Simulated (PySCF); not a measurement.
## The second ionisation energy along the 3d series

All values are computed (PySCF 2.14, energy differences of UHF-based or UKS calculations, no spin-orbit coupling). Values in eV. The last column holds reference values (NIST; (s) semi-empirical, (t) theoretical, else measured). Unmarked ones compare directly (S terms, centres of terms, or small fine structure); those marked * lie between the lowest fine-structure levels and include a spin-orbit shift.

```tsv
element	configurations	UHF	CCSD (valence)	LDA	PBE	SCS-MP2 (valence and next inner shell)	CCSD(T) (valence and next inner shell)	reference
Sc (ANO-RCC-VTZP, spin-free X2C)	[Ar] 3d1 4s1 → [Ar] 3d1	12.229	12.349	13.309	13.137	12.630	12.764	12.800 *
Ti (ANO-RCC-VTZP, spin-free X2C)	[Ar] 3d2 4s1 → [Ar] 3d2	12.930	13.156	14.207	14.009	13.359	13.540	13.575 *
V (ANO-RCC-VTZP, spin-free X2C)	[Ar] 3d4 → [Ar] 3d3	13.159	13.992	15.691	15.310	14.116	14.443	14.634 ± 0.007 *
Cr (ANO-RCC-VTZP, spin-free X2C)	[Ar] 3d5 → [Ar] 3d4	15.028	16.038	17.605	17.211	16.037	16.399	16.486 *
Mn (ANO-RCC-VTZP, spin-free X2C)	[Ar] 3d5 4s1 → [Ar] 3d5	14.870	15.332	16.543	16.298	15.352	15.609	15.640
Fe (ANO-RCC-VTZP, spin-free X2C)	[Ar] 3d6 4s1 → [Ar] 3d6	15.339	15.853	17.065	16.805	15.864	16.064	16.199 *
Co (ANO-RCC-VTZP, spin-free X2C)	[Ar] 3d8 → [Ar] 3d7	14.729	16.884	18.167	17.770	17.570	17.083	17.084 *
Ni (ANO-RCC-VTZP, spin-free X2C)	[Ar] 3d9 → [Ar] 3d8	15.068	17.603	19.818	19.082	18.648	18.094	18.169 *
Cu (ANO-RCC-VTZP, spin-free X2C)	[Ar] 3d10 → [Ar] 3d9	17.240	19.888	21.840	21.141	21.041	20.308	20.292 *
Zn (ANO-RCC-VTZP, spin-free X2C)	[Ar] 3d10 4s1 → [Ar] 3d10	16.889	17.794	19.120	18.772	17.811	17.920	17.964
```

"Valence" correlates the outer s and p shells and, in groups 3 to 12 and the f block, the outer d or f shell, open or full, or the next shell where the ion has no valence electron left; the wider scheme adds the next inner shell.
